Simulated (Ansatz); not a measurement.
Molecular dynamics of Al₁₆In

Input file:

```yaml
crystal:
  lattice:
    - [8.1, 0.0, 0.0]
    - [0.0, 5.727565, 0.0]
    - [0.0, 0.0, 15.295674]
  atoms:
    - { symbol: Al, position: [0.25, 0.25, 0.065378] }
    - { symbol: Al, position: [0.75, 0.25, 0.065378] }
    - { symbol: Al, position: [0.25, 0.75, 0.065378] }
    - { symbol: Al, position: [0.75, 0.75, 0.065378] }
    - { symbol: Al, position: [-0.00027983, 0.00012927, 0.14946674] }
    - { symbol: Al, position: [0.49934361, 0.00035517, 0.14957782] }
    - { symbol: Al, position: [-0.00038331, 0.49810644, 0.14937507] }
    - { symbol: Al, position: [0.49946321, 0.49841342, 0.14956692] }
    - { symbol: Al, position: [0.2487876, 0.2496094, 0.2410544] }
    - { symbol: Al, position: [0.74869929, 0.24800426, 0.24699812] }
    - { symbol: Al, position: [0.24869931, 0.74896444, 0.24167866] }
    - { symbol: Al, position: [0.74862632, 0.74941693, 0.24893801] }
    - { symbol: Al, position: [0.00246446, 0.00633282, 0.33007321] }
    - { symbol: Al, position: [0.49407649, 0.00648361, 0.33027986] }
    - { symbol: Al, position: [0.00111464, 0.49053191, 0.32966446] }
    - { symbol: Al, position: [0.49540606, 0.49122191, 0.33003502] }
    - { symbol: In, position: [0.2461376, 0.74375255, 0.4447375] }
basis:
  ecutwfc: 420.0
kpoints:
  mp_grid: { grid: [2, 3, 1] }
hamiltonian:
  xc: pbe
  pseudopotentials: { kind: paw, azcp: { folder: soft_1 } }
scf:
  occupations: { method: fermi_dirac, width: 0.15 }
  lower_state_search: "off"
md:
  timestep: 2
  n_steps: 100
  ensemble: nve
  temperature: 2400.0
  initial_velocities: maxwell_boltzmann
  seed: 474888
  constraints: [{ sites: [0, 1, 2, 3] }]
```

Command:

```bash
$ ansatz run input.yaml --threads 1 --pin off --max-ram 3072MiB --backend cpu --events-out ev --progress --plain --runs-dir out
```

It starts from a relaxed structure.

Output, in part (one step line in 2):

```
md step     0: t =     0.00 fs  T =  2400.0 K  F+E_penalty+E_count = -14192.95322222 eV  E_kin = 4.032912 eV  conserved = -14188.92031025 eV  (10 SCF iters)
md step     2: t =     4.00 fs  T =  2326.4 K  F+E_penalty+E_count = -14192.83061990 eV  E_kin = 3.909156 eV  conserved = -14188.92146383 eV  (7 SCF iters)
md step     4: t =     8.00 fs  T =  2091.0 K  F+E_penalty+E_count = -14192.43554769 eV  E_kin = 3.513704 eV  conserved = -14188.92184319 eV  (7 SCF iters)
md step     6: t =    12.00 fs  T =  1701.8 K  F+E_penalty+E_count = -14191.77992104 eV  E_kin = 2.859747 eV  conserved = -14188.92017397 eV  (4 SCF iters)
md step     8: t =    16.00 fs  T =  1240.3 K  F+E_penalty+E_count = -14191.00024567 eV  E_kin = 2.084210 eV  conserved = -14188.91603609 eV  (3 SCF iters)
md step    10: t =    20.00 fs  T =   862.7 K  F+E_penalty+E_count = -14190.36179843 eV  E_kin = 1.449687 eV  conserved = -14188.91211170 eV  (6 SCF iters)
md step    12: t =    24.00 fs  T =   705.7 K  F+E_penalty+E_count = -14190.09802169 eV  E_kin = 1.185842 eV  conserved = -14188.91217957 eV  (4 SCF iters)
md step    14: t =    28.00 fs  T =   770.7 K  F+E_penalty+E_count = -14190.21047605 eV  E_kin = 1.294988 eV  conserved = -14188.91548838 eV  (3 SCF iters)
md step    16: t =    32.00 fs  T =   945.6 K  F+E_penalty+E_count = -14190.50715658 eV  E_kin = 1.588941 eV  conserved = -14188.91821602 eV  (3 SCF iters)
md step    18: t =    36.00 fs  T =  1124.9 K  F+E_penalty+E_count = -14190.80924280 eV  E_kin = 1.890325 eV  conserved = -14188.91891748 eV  (3 SCF iters)
md step    20: t =    40.00 fs  T =  1266.8 K  F+E_penalty+E_count = -14191.04735461 eV  E_kin = 2.128745 eV  conserved = -14188.91860943 eV  (7 SCF iters)
md step    22: t =    44.00 fs  T =  1368.3 K  F+E_penalty+E_count = -14191.21755663 eV  E_kin = 2.299195 eV  conserved = -14188.91836193 eV  (3 SCF iters)
md step    24: t =    48.00 fs  T =  1430.3 K  F+E_penalty+E_count = -14191.32184333 eV  E_kin = 2.403483 eV  conserved = -14188.91836080 eV  (3 SCF iters)
md step    26: t =    52.00 fs  T =  1449.0 K  F+E_penalty+E_count = -14191.35326840 eV  E_kin = 2.434942 eV  conserved = -14188.91832616 eV  (3 SCF iters)
md step    28: t =    56.00 fs  T =  1422.6 K  F+E_penalty+E_count = -14191.30856660 eV  E_kin = 2.390499 eV  conserved = -14188.91806797 eV  (3 SCF iters)
md step    30: t =    60.00 fs  T =  1357.6 K  F+E_penalty+E_count = -14191.19884735 eV  E_kin = 2.281256 eV  conserved = -14188.91759144 eV  (7 SCF iters)
md step    32: t =    64.00 fs  T =  1269.1 K  F+E_penalty+E_count = -14191.04950657 eV  E_kin = 2.132505 eV  conserved = -14188.91700144 eV  (3 SCF iters)
md step    34: t =    68.00 fs  T =  1176.8 K  F+E_penalty+E_count = -14190.89385586 eV  E_kin = 1.977438 eV  conserved = -14188.91641768 eV  (3 SCF iters)
md step    36: t =    72.00 fs  T =  1100.6 K  F+E_penalty+E_count = -14190.76536791 eV  E_kin = 1.849422 eV  conserved = -14188.91594594 eV  (3 SCF iters)
md step    38: t =    76.00 fs  T =  1056.1 K  F+E_penalty+E_count = -14190.69041514 eV  E_kin = 1.774730 eV  conserved = -14188.91568476 eV  (3 SCF iters)
md step    40: t =    80.00 fs  T =  1051.2 K  F+E_penalty+E_count = -14190.68214888 eV  E_kin = 1.766455 eV  conserved = -14188.91569369 eV  (7 SCF iters)
md step    42: t =    84.00 fs  T =  1083.8 K  F+E_penalty+E_count = -14190.73709006 eV  E_kin = 1.821141 eV  conserved = -14188.91594903 eV  (3 SCF iters)
md step    44: t =    88.00 fs  T =  1142.9 K  F+E_penalty+E_count = -14190.83677568 eV  E_kin = 1.920443 eV  conserved = -14188.91633318 eV  (3 SCF iters)
md step    46: t =    92.00 fs  T =  1212.9 K  F+E_penalty+E_count = -14190.95478064 eV  E_kin = 2.038087 eV  conserved = -14188.91669330 eV  (3 SCF iters)
md step    48: t =    96.00 fs  T =  1278.8 K  F+E_penalty+E_count = -14191.06582515 eV  E_kin = 2.148902 eV  conserved = -14188.91692292 eV  (3 SCF iters)
md step    50: t =   100.00 fs  T =  1330.3 K  F+E_penalty+E_count = -14191.15238123 eV  E_kin = 2.235376 eV  conserved = -14188.91700479 eV  (7 SCF iters)
md step    52: t =   104.00 fs  T =  1362.4 K  F+E_penalty+E_count = -14191.20627535 eV  E_kin = 2.289280 eV  conserved = -14188.91699537 eV  (3 SCF iters)
md step    54: t =   108.00 fs  T =  1374.0 K  F+E_penalty+E_count = -14191.22587470 eV  E_kin = 2.308899 eV  conserved = -14188.91697617 eV  (3 SCF iters)
md step    56: t =   112.00 fs  T =  1365.5 K  F+E_penalty+E_count = -14191.21159309 eV  E_kin = 2.294597 eV  conserved = -14188.91699653 eV  (3 SCF iters)
md step    58: t =   116.00 fs  T =  1336.7 K  F+E_penalty+E_count = -14191.16323373 eV  E_kin = 2.246208 eV  conserved = -14188.91702546 eV  (2 SCF iters)
md step    60: t =   120.00 fs  T =  1288.2 K  F+E_penalty+E_count = -14191.08163741 eV  E_kin = 2.164673 eV  conserved = -14188.91696408 eV  (7 SCF iters)
md step    62: t =   124.00 fs  T =  1224.2 K  F+E_penalty+E_count = -14190.97388828 eV  E_kin = 2.057163 eV  conserved = -14188.91672569 eV  (3 SCF iters)
md step    64: t =   128.00 fs  T =  1155.2 K  F+E_penalty+E_count = -14190.85756756 eV  E_kin = 1.941232 eV  conserved = -14188.91633556 eV  (3 SCF iters)
md step    66: t =   132.00 fs  T =  1096.6 K  F+E_penalty+E_count = -14190.75871175 eV  E_kin = 1.842758 eV  conserved = -14188.91595406 eV  (3 SCF iters)
md step    68: t =   136.00 fs  T =  1063.1 K  F+E_penalty+E_count = -14190.70227015 eV  E_kin = 1.786485 eV  conserved = -14188.91578545 eV  (3 SCF iters)
md step    70: t =   140.00 fs  T =  1062.0 K  F+E_penalty+E_count = -14190.70052070 eV  E_kin = 1.784604 eV  conserved = -14188.91591632 eV  (7 SCF iters)
md step    72: t =   144.00 fs  T =  1090.1 K  F+E_penalty+E_count = -14190.74806671 eV  E_kin = 1.831826 eV  conserved = -14188.91624063 eV  (3 SCF iters)
md step    74: t =   148.00 fs  T =  1137.2 K  F+E_penalty+E_count = -14190.82755042 eV  E_kin = 1.911000 eV  conserved = -14188.91655057 eV  (3 SCF iters)
md step    76: t =   152.00 fs  T =  1192.8 K  F+E_penalty+E_count = -14190.92103187 eV  E_kin = 2.004313 eV  conserved = -14188.91671899 eV  (3 SCF iters)
md step    78: t =   156.00 fs  T =  1249.8 K  F+E_penalty+E_count = -14191.01695723 eV  E_kin = 2.100160 eV  conserved = -14188.91679711 eV  (3 SCF iters)
md step    80: t =   160.00 fs  T =  1303.9 K  F+E_penalty+E_count = -14191.10789761 eV  E_kin = 2.190990 eV  conserved = -14188.91690771 eV  (7 SCF iters)
md step    82: t =   164.00 fs  T =  1349.3 K  F+E_penalty+E_count = -14191.18440417 eV  E_kin = 2.267313 eV  conserved = -14188.91709128 eV  (3 SCF iters)
md step    84: t =   168.00 fs  T =  1378.1 K  F+E_penalty+E_count = -14191.23307750 eV  E_kin = 2.315791 eV  conserved = -14188.91728685 eV  (3 SCF iters)
md step    86: t =   172.00 fs  T =  1382.2 K  F+E_penalty+E_count = -14191.24006455 eV  E_kin = 2.322649 eV  conserved = -14188.91741574 eV  (3 SCF iters)
md step    88: t =   176.00 fs  T =  1356.0 K  F+E_penalty+E_count = -14191.19596681 eV  E_kin = 2.278560 eV  conserved = -14188.91740727 eV  (2 SCF iters)
md step    90: t =   180.00 fs  T =  1299.2 K  F+E_penalty+E_count = -14191.10030924 eV  E_kin = 2.183124 eV  conserved = -14188.91718549 eV  (7 SCF iters)
md step    92: t =   184.00 fs  T =  1219.3 K  F+E_penalty+E_count = -14190.96567659 eV  E_kin = 2.048954 eV  conserved = -14188.91672270 eV  (3 SCF iters)
md step    94: t =   188.00 fs  T =  1132.3 K  F+E_penalty+E_count = -14190.81878670 eV  E_kin = 1.902667 eV  conserved = -14188.91611963 eV  (3 SCF iters)
md step    96: t =   192.00 fs  T =  1058.4 K  F+E_penalty+E_count = -14190.69408468 eV  E_kin = 1.778474 eV  conserved = -14188.91561023 eV  (3 SCF iters)
md step    98: t =   196.00 fs  T =  1014.4 K  F+E_penalty+E_count = -14190.62004410 eV  E_kin = 1.704614 eV  conserved = -14188.91542988 eV  (3 SCF iters)
md step   100: t =   200.00 fs  T =  1005.7 K  F+E_penalty+E_count = -14190.60567093 eV  E_kin = 1.690022 eV  conserved = -14188.91564894 eV  (7 SCF iters)
```

All steps were run. The conserved energy stayed within 0.52 meV per atom of its start (net change 0.27 meV per atom), so the integration is sound. Over the second half the temperature averaged 0.51 of the 2400 K drawn at the start: a run that starts near a minimum puts about half its kinetic energy into the potential. A run of 0.2 ps of so small a system gives no equilibrium averages. Limits of this set-up: coarse k mesh, thin slab, slab without dipole correction.

Mean squared displacements from the first frame to the last: Al 0.23 Å², In 1.31 Å².

Last frame:

```xyz
17
Lattice="8.1000 0.0000 0.0000 0.0000 5.7276 0.0000 0.0000 0.0000 15.2957" Properties=species:S:1:pos:R:3
Al 2.025 1.432 1.000
Al 6.075 1.432 1.000
Al 2.025 4.296 1.000
Al 6.075 4.296 1.000
Al -0.057 0.035 2.214
Al 4.030 0.344 2.643
Al 0.131 3.377 3.032
Al 3.941 3.375 2.651
Al 1.877 1.739 3.983
Al 6.287 1.668 3.633
Al 2.134 4.268 4.115
Al 6.208 4.655 3.838
Al -0.191 0.263 5.301
Al 4.294 0.154 5.366
Al -0.462 2.984 5.745
Al 4.370 3.081 5.511
In 2.002 5.383 7.021
```

Time of the run: 13 min on 1 thread of Arm Neoverse V1, with other jobs on the host, peak memory 0.73 GiB.
